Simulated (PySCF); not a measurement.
Isomers of C5H10P2.

All values: CAM-B3LYP/def2-SVPD (PySCF) at GFN2-xTB geometries, gas phase, one conformer each. Core orbitals are frozen in the response; Δα² is half the sum of the squared differences of the principal polarisabilities.

**Question.** Rank by dipole moment, highest first.
A. `[CH2:1]=[CH:2][CH2:3][P:4]([PH2:5])[CH:6]=[CH2:7]` with C1–C2–C3–P4 -106°, C2–C3–P4–P5 71°, C3–P4–P5–H -173° and -81°, C3–P4–C6–C7 -123°
B. `[CH3:1][C:2]#[C:3][P:4]([CH3:5])[CH2:6][PH2:7]` with C3–P4–C6–P7 -75°, P4–C6–P7–H 47° and -45°
C. `[PH2:1][PH:2][C:3]1=[CH:4][CH2:5][CH2:6][CH2:7]1` with H–P1–P2–C3 178° and 86°, P1–P2–C3–C4 -117°, C3–C4–C5–C6 -12°, C4–C5–C6–C7 19°, C5–C6–C7–C3 -19°, P2–C3–C7–C6 -168°
D. `[CH2:1]=[CH:2]/[CH:3]=[P:4]/[P:5]([CH3:6])[CH3:7]` with C1–C2–C3–P4 -177°, C3–P4–P5–C6 -93°
E. `[CH:1]#[C:2][CH2:3][P:4]([CH3:5])[CH2:6][PH2:7]` with C2–C3–P4–C5 66°, C3–P4–C6–P7 -57°, P4–C6–P7–H -89° and 179°

**Answer.** B (1.88 D), E (1.34 D), C (1.07 D), D (0.81 D), A (0.63 D).

**Question.** Rank by HOMO–LUMO gap, highest first.
A. `[CH3:1][C:2]#[C:3][P:4]([CH3:5])[CH2:6][PH2:7]` with C3–P4–C6–P7 -75°, P4–C6–P7–H 47° and -45°
B. `[CH:1]#[C:2][CH2:3][P:4]([CH3:5])[CH2:6][PH2:7]` with C2–C3–P4–C5 66°, C3–P4–C6–P7 -57°, P4–C6–P7–H -89° and 179°
C. `[CH3:1][C:2]1=[CH:3][CH2:4][P:5]([PH2:6])[CH2:7]1` with C4–P5–P6–H 88° and 180°, C2–C3–C4–P5 14°, C3–C4–P5–P6 78°, C4–P5–C7–C2 19°, C1–C2–C7–P5 166°
D. `[PH2:1][PH:2][C:3]1=[CH:4][CH2:5][CH2:6][CH2:7]1` with H–P1–P2–C3 178° and 86°, P1–P2–C3–C4 -117°, C3–C4–C5–C6 -12°, C4–C5–C6–C7 19°, C5–C6–C7–C3 -19°, P2–C3–C7–C6 -168°
E. `[CH2:1]=[CH:2][CH2:3][P:4]([PH2:5])[CH:6]=[CH2:7]` with C1–C2–C3–P4 -106°, C2–C3–P4–P5 71°, C3–P4–P5–H -173° and -81°, C3–P4–C6–C7 -123°
F. `[CH2:1]=[CH:2]/[CH:3]=[P:4]/[P:5]([CH3:6])[CH3:7]` with C1–C2–C3–P4 -177°, C3–P4–P5–C6 -93°

**Answer.** B (8.99 eV), A (8.84 eV), C (8.55 eV), D (8.43 eV), E (8.25 eV), F (6.29 eV).

**Question.** Rank by HOMO energy, lowest first.
A. `[CH3:1][C:2]1=[CH:3][CH2:4][P:5]([PH2:6])[CH2:7]1` with C4–P5–P6–H 88° and 180°, C2–C3–C4–P5 14°, C3–C4–P5–P6 78°, C4–P5–C7–C2 19°, C1–C2–C7–P5 166°
B. `[CH:1]#[C:2][CH2:3][P:4]([CH3:5])[CH2:6][PH2:7]` with C2–C3–P4–C5 66°, C3–P4–C6–P7 -57°, P4–C6–P7–H -89° and 179°
C. `[PH2:1][PH:2][C:3]1=[CH:4][CH2:5][CH2:6][CH2:7]1` with H–P1–P2–C3 178° and 86°, P1–P2–C3–C4 -117°, C3–C4–C5–C6 -12°, C4–C5–C6–C7 19°, C5–C6–C7–C3 -19°, P2–C3–C7–C6 -168°

**Answer.** B (-7.92 eV), C (-7.61 eV), A (-7.49 eV).

All values together:

```
       SMILES  μ (D)  HOMO (eV)  LUMO (eV)  α (Å³)  Δα (Å³)
C=C/C=P/P(C)C   0.81      -7.41      -1.12   19.17    15.12
 CC1=CCP(P)C1   1.10      -7.49       1.06   15.84     2.62
   PPC1=CCCC1   1.07      -7.61       0.82   16.18     5.95
  C=CCP(P)C=C   0.63      -7.51       0.74   16.74     5.99
   C#CCP(C)CP   1.34      -7.92       1.07   16.24     6.65
   CC#CP(C)CP   1.88      -7.84       1.00   16.71     6.08
```

Conformers: `[CH2:1]=[CH:2]/[CH:3]=[P:4]/[P:5]([CH3:6])[CH3:7]` with C1–C2–C3–P4 -177°, C3–P4–P5–C6 -93°; `[CH3:1][C:2]1=[CH:3][CH2:4][P:5]([PH2:6])[CH2:7]1` with C4–P5–P6–H 88° and 180°, C2–C3–C4–P5 14°, C3–C4–P5–P6 78°, C4–P5–C7–C2 19°, C1–C2–C7–P5 166°; `[PH2:1][PH:2][C:3]1=[CH:4][CH2:5][CH2:6][CH2:7]1` with H–P1–P2–C3 178° and 86°, P1–P2–C3–C4 -117°, C3–C4–C5–C6 -12°, C4–C5–C6–C7 19°, C5–C6–C7–C3 -19°, P2–C3–C7–C6 -168°; `[CH2:1]=[CH:2][CH2:3][P:4]([PH2:5])[CH:6]=[CH2:7]` with C1–C2–C3–P4 -106°, C2–C3–P4–P5 71°, C3–P4–P5–H -173° and -81°, C3–P4–C6–C7 -123°; `[CH:1]#[C:2][CH2:3][P:4]([CH3:5])[CH2:6][PH2:7]` with C2–C3–P4–C5 66°, C3–P4–C6–P7 -57°, P4–C6–P7–H -89° and 179°; `[CH3:1][C:2]#[C:3][P:4]([CH3:5])[CH2:6][PH2:7]` with C3–P4–C6–P7 -75°, P4–C6–P7–H 47° and -45°.
